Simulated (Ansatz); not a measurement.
```xyz
13

C    -0.054    1.319   -1.508
O     0.520    0.265   -0.777
C    -0.251   -0.161    0.311
O    -0.339    0.797    1.340
Si    0.603   -1.705    1.031
H     0.548    1.459   -2.406
H    -0.053    2.256   -0.939
H    -1.085    1.079   -1.805
H    -1.267   -0.407   -0.048
H    -1.060    1.405    1.157
H     0.744   -2.728   -0.038
H     1.937   -1.330    1.559
H    -0.244   -2.251    2.123
```

Charge 0, multiplicity 1.

List the PBE/def2-TZVPP orbital energies in eV (Ansatz). (An estimate is asked.)

Ansatz gave: Occupied: -1779.32, -510.64, -510.61, -271.32, -270.15, -137.11, -93.83, -93.83, -93.82, -26.86, -25.28, -18.02, -15.71, -13.48, -13.06, -12.47, -11.23, -10.75, -9.44, -8.45, -8.27, -8.22, -7.14, -6.98, -6.35. Lowest empty: -0.36, 0.14, 0.53, 0.82, 1.20, 1.57, 1.62, 2.21.
